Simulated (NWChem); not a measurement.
System: BH₂O₂F; SMILES OB(O)F

Input file for NWChem:

```
start job
memory heap 200 mb stack 900 mb global 1100 mb
geometry units angstroms noautoz
  B     -0.040295    -0.000103     0.000000
  F      1.304586     0.002453     0.000000
  O     -0.715472    -1.169296     0.000000
  H     -0.127434    -1.929930     0.000000
  O     -0.719910     1.166517     0.000000
  H     -0.134762     1.929378     0.000000
end
basis spherical
  * library def2-svp
end
dft
  xc xpbe96 cpbe96
  iterations 150
  vectors input atomic output neutral.movecs
end
task dft energy
charge 1
dft
  odft
  mult 2
  vectors input atomic output cation.movecs
end
task dft energy
```

Output (shortened):

```
             Northwest Computational Chemistry Package (NWChem) 7.3.0
             --------------------------------------------------------

 C2V symmetry detected

                             Geometry "geometry" -> ""
                             -------------------------

 Output coordinates in angstroms (scale by  1.889725989 to convert to a.u.)

  No.       Tag          Charge          X              Y              Z
 ---- ---------------- ---------- -------------- -------------- --------------
    1 B                    5.0000     0.00000000     0.00000000    -0.03387466
    2 F                    9.0000     0.00000000     0.00000000     1.31100877
    3 O                    8.0000    -1.16790861     0.00000000    -0.71127188
    4 H                    1.0000    -1.92965748     0.00000000    -0.12467782
    5 O                    8.0000     1.16790861     0.00000000    -0.71127188
    6 H                    1.0000     1.92965748     0.00000000    -0.12467782

 Effective nuclear repulsion energy (a.u.)     114.5200476944

      Symmetry information
      --------------------

 Group name             C2v
 Group number             16
 Group order               4
 No. of unique centers     4

  pbe96 is a nonlocal functional; adding pw91lda local functional.

                                 NWChem DFT Module
                                 -----------------

 Summary of "ao basis" -> "ao basis" (spherical)
 ------------------------------------------------------------------------------
       Tag                 Description            Shells   Functions and Types
 ---------------- ------------------------------  ------  ---------------------
 B                          def2-svp                 6       14   3s2p1d
 F                          def2-svp                 6       14   3s2p1d
 O                          def2-svp                 6       14   3s2p1d
 H                          def2-svp                 3        5   2s1p

      Symmetry analysis of basis
      --------------------------

        a1         28
        a2          7
        b1         20
        b2         11

            General Information
            -------------------
          SCF calculation type: DFT
          Wavefunction type:  closed shell.
          No. of atoms     :     6
          No. of electrons :    32
           Alpha electrons :    16
            Beta electrons :    16
          Charge           :     0
          Spin multiplicity:     1
          Use of symmetry is: on ; symmetry adaption is: on
          Maximum number of iterations: 150
          AO basis - number of functions:    66
                     number of shells:    30
          Convergence on energy requested:  1.00D-06
          Convergence on density requested:  1.00D-05
          Convergence on gradient requested:  5.00D-04

              XC Information
              --------------
          PerdewBurkeErnzerhof Exchange Functional  1.000
            Perdew 1991 LDA Correlation Functional  1.000 local
           PerdewBurkeErnz. Correlation Functional  1.000 non-local

             Grid Information
             ----------------
          Grid used for XC integration:  medium
          Radial quadrature: Mura-Knowles
          Angular quadrature: Lebedev.
          Tag              B.-S. Rad. Rad. Pts. Rad. Cut. Ang. Pts.
          ---              ---------- --------- --------- ---------
          B                   0.85       49           7.0       434
          F                   0.50       49           7.0       434
          O                   0.60       49           9.0       434
          H                   0.35       45          10.0       434
          Grid pruning is: on
          Number of quadrature shells:   192
          Spatial weights used:  Erf1

      Superposition of Atomic Density Guess
      -------------------------------------

 Sum of atomic energies:        -274.17737179

      Non-variational initial energy
      ------------------------------

 Total energy =    -275.496562
 1-e energy   =    -605.204621
 2-e energy   =     215.188012
 HOMO         =      -0.495051
 LUMO         =       0.069854

      Symmetry analysis of molecular orbitals - initial
      -------------------------------------------------

  Numbering of irreducible representations:

     1 a1          2 a2          3 b1          4 b2

  Orbital symmetries:

     1 a1          2 a1          3 b1          4 a1          5 a1
     6 a1          7 b1          8 a1          9 a1         10 b1
    11 b2         12 b1         13 a1         14 b2         15 b1
    16 a2         17 a1         18 b2         19 b1         20 a1
    21 a1         22 b1         23 b2         24 a1         25 a1
    26 b1

   convergence    iter        energy       DeltaE   RMS-Dens  Diis-err
 ---------------- ----- ----------------- --------- --------- ---------
 d= 0,ls=0.0,diis     1   -275.8959972429 -3.90D+02  2.05D-02  1.01D+00
 d= 0,ls=0.0,diis     2   -275.7989369272  9.71D-02  1.13D-02  2.34D+00
 d= 0,ls=0.0,diis     3   -276.0075086591 -2.09D-01  1.76D-03  3.11D-02
 d= 0,ls=0.0,diis     4   -276.0093561144 -1.85D-03  9.08D-04  1.21D-02
 d= 0,ls=0.0,diis     5   -276.0102721803 -9.16D-04  2.62D-04  1.50D-03
  Resetting Diis
 d= 0,ls=0.0,diis     6   -276.0103962378 -1.24D-04  2.60D-05  3.63D-06
 d= 0,ls=0.0,diis     7   -276.0103966110 -3.73D-07  1.51D-05  4.52D-07
 d= 0,ls=0.0,diis     8   -276.0103966121 -1.04D-09  7.41D-06  4.54D-07

         Total DFT energy =     -276.010396612076
      One electron energy =     -608.489602629146
           Coulomb energy =      250.221225553168
    Exchange-Corr. energy =      -32.262067230516
 Nuclear repulsion energy =      114.520047694418

 Numeric. integr. density =       32.000000615446

                  Occupations of the irreducible representations
                  ----------------------------------------------

                     irrep           alpha         beta
                     --------     --------     --------
                     a1                8.0          8.0
                     a2                1.0          1.0
                     b1                5.0          5.0
                     b2                2.0          2.0

                       DFT Final Molecular Orbital Analysis
                       ------------------------------------

 Vector   14  Occ=2.000000D+00  E=-3.144794D-01  Symmetry=b2
              MO Center= -2.3D-14, -7.8D-15, -5.6D-02, r^2= 2.2D+00
   Bfn.  Coefficient  Atom+Function         Bfn.  Coefficient  Atom+Function
  ----- ------------  ---------------      ----- ------------  ---------------
    19      0.387980  2 F  py                33      0.353484  3 O  py
    52      0.353484  5 O  py                22     -0.277365  2 F  py
    36      0.244426  3 O  py                55      0.244426  5 O  py
     5     -0.154501  1 B  py                 8      0.059915  1 B  py
    11     -0.039398  1 B  d -1

 Vector   15  Occ=2.000000D+00  E=-3.043251D-01  Symmetry=b1
              MO Center= -2.1D-14, -4.7D-16, -8.0D-02, r^2= 2.5D+00
   Bfn.  Coefficient  Atom+Function         Bfn.  Coefficient  Atom+Function
  ----- ------------  ---------------      ----- ------------  ---------------
    18      0.420784  2 F  px                34     -0.347988  3 O  pz
    53      0.347988  5 O  pz                21     -0.286509  2 F  px
    37     -0.214429  3 O  pz                56      0.214429  5 O  pz
     4     -0.170478  1 B  px                31      0.135798  3 O  s
    50     -0.135798  5 O  s                 30      0.092806  3 O  s

 Vector   16  Occ=2.000000D+00  E=-2.754809D-01  Symmetry=a2
              MO Center=  2.3D-14, -3.3D-16, -6.8D-01, r^2= 2.0D+00
   Bfn.  Coefficient  Atom+Function         Bfn.  Coefficient  Atom+Function
  ----- ------------  ---------------      ----- ------------  ---------------
    33      0.458773  3 O  py                52     -0.458773  5 O  py
    36      0.337174  3 O  py                55     -0.337174  5 O  py
    10     -0.050434  1 B  d -2

 Vector   17  Occ=0.000000D+00  E= 1.669637D-02  Symmetry=a1
              MO Center= -3.8D-16,  2.1D-16,  3.3D-02, r^2= 5.5D+00
   Bfn.  Coefficient  Atom+Function         Bfn.  Coefficient  Atom+Function
  ----- ------------  ---------------      ----- ------------  ---------------
    44      0.684800  4 H  s                 63      0.684800  6 H  s
     3      0.654578  1 B  s                 31     -0.607906  3 O  s
    50     -0.607906  5 O  s                 17     -0.221437  2 F  s
    30     -0.165940  3 O  s                 49     -0.165940  5 O  s
    37     -0.164727  3 O  pz                56     -0.164727  5 O  pz

 Vector   18  Occ=0.000000D+00  E= 4.940299D-02  Symmetry=b2
              MO Center= -3.6D-16,  3.8D-15, -6.0D-02, r^2= 2.1D+00
   Bfn.  Coefficient  Atom+Function         Bfn.  Coefficient  Atom+Function
  ----- ------------  ---------------      ----- ------------  ---------------
     5      0.649007  1 B  py                 8     -0.606294  1 B  py
    36      0.293528  3 O  py                55      0.293528  5 O  py
    33      0.286770  3 O  py                52      0.286770  5 O  py
    19     -0.250746  2 F  py                22      0.223368  2 F  py

 Vector   19  Occ=0.000000D+00  E= 5.467293D-02  Symmetry=b1
              MO Center= -2.7D-14,  1.7D-16, -4.6D-03, r^2= 6.7D+00
   Bfn.  Coefficient  Atom+Function         Bfn.  Coefficient  Atom+Function
  ----- ------------  ---------------      ----- ------------  ---------------
    44      1.037966  4 H  s                 63     -1.037966  6 H  s
    31     -0.508831  3 O  s                 50      0.508831  5 O  s
    35      0.259201  3 O  px                54      0.259201  5 O  px
    32      0.202379  3 O  px                51      0.202379  5 O  px
    37     -0.173552  3 O  pz                56      0.173552  5 O  pz

     Multipole analysis of the density
     ---------------------------------

[...]
```

Level: PBE/def2-SVP, vertical spin-unrestricted ions. Structure relaxed at the PBE0/def2-SVP level.
